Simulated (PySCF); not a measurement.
# NdN: frontier orbitals

PBE at R = 1.732 Å; basis Nd x2c-TZVPall, N x2c-TZVPall; spin-free X2C with a Gaussian nucleus; PySCF 2.14. State: quartet, about 3.5 electrons in the 4f shell (Mulliken), real f orbitals that mix terms. Only the outer orbitals are listed, counted within each symmetry.

```csv
spin,orbital,occ.,ε (eV),on Nd (%),main shells (%)
α,13σ,1,-12.32,26,"73 N s, 13 Nd p, 9 Nd d"
α,7π,1,-4.91,42,"57 N p, 24 Nd d, 18 Nd f"
α,7π,1,-4.83,39,"60 N p, 26 Nd d, 13 Nd f"
α,14σ,1,-4.30,60,"38 Nd f, 35 N p, 13 Nd d"
α,1φ,1,-3.37,99,95 Nd f
α,3δ,1,-3.22,100,99 Nd f
α,15σ,1,-2.78,94,"58 Nd f, 16 Nd s, 11 Nd d"
α,16σ,0,-2.62,100,"59 Nd s, 29 Nd f, 9 Nd p"
α,8π,0,-2.53,98,"80 Nd f, 18 Nd d"
α,17σ,0,-2.49,95,"64 Nd f, 23 Nd d"
β,13σ,1,-12.27,27,"71 N s, 15 Nd p, 8 Nd d"
β,7π,1,-4.82,34,"66 N p, 25 Nd d, 8 Nd f"
β,7π,1,-4.75,33,"66 N p, 24 Nd d"
β,14σ,1,-3.89,48,"46 N p, 25 Nd d, 12 Nd f"
β,15σ,0,-2.23,99,"85 Nd s, 10 Nd p"
β,3δ,0,-1.29,100,"80 Nd f, 18 Nd d"
β,8π,0,-1.27,101,"81 Nd f, 19 Nd d"
```

Question: Which are the highest filled and the lowest empty level, where do they sit, and how wide is the gap?

Answer: Highest filled α 15σ at -2.78 eV (in %: 58 Nd f, 16 Nd s, 11 Nd d); lowest empty α 16σ at -2.62 eV (in %: 59 Nd s, 29 Nd f, 9 Nd p); the gap at PBE is 0.16 eV.

The bond order (Mayer) is 2.97 and the ⟨S²⟩ is 3.823. The charge on Nd (Mulliken, basis-dependent) is 0.48, the charge on Nd (Löwdin, basis-dependent) is 0.38 and the dipole moment (positive dipole means Nd(−)N(+)) is -4.96 D.

Shares are Mulliken populations and can fall outside 0 to 100 %.

Spin–orbit coupling is left out. The state is the lowest single determinant that the PBE0 search found; with open d or f shells the true ground state can be another one.
